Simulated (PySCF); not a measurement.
CuCl, SMILES [Cl][Cu], multiplicity 1. Heavy atoms are numbered as in [Cu:1][Cl:2].

Geometry: PBE0-D3(BJ)/def2-TZVPD. The spin state was assumed, not searched.

Method: B3LYP/def2-TZVPD (PySCF).

Mulliken values depend strongly on the basis, most of all with diffuse functions as here. ESP charges are fitted to the potential on shells at 1.4 to 2.0 van der Waals radii. Atomic charges (e), one atom of each kind:

```tsv
atom	meta-Löwdin	Mulliken	ESP fit
Cu1	?	0.31	0.53
Cl2	?	-0.31	-0.53
```

**Question.** Some entries are withheld; supply them. (Estimate from the structure and the level; the computed values follow.)

**Answer.** 
- Cu1, meta-Löwdin: 0.60
- Cl2, meta-Löwdin: -0.60
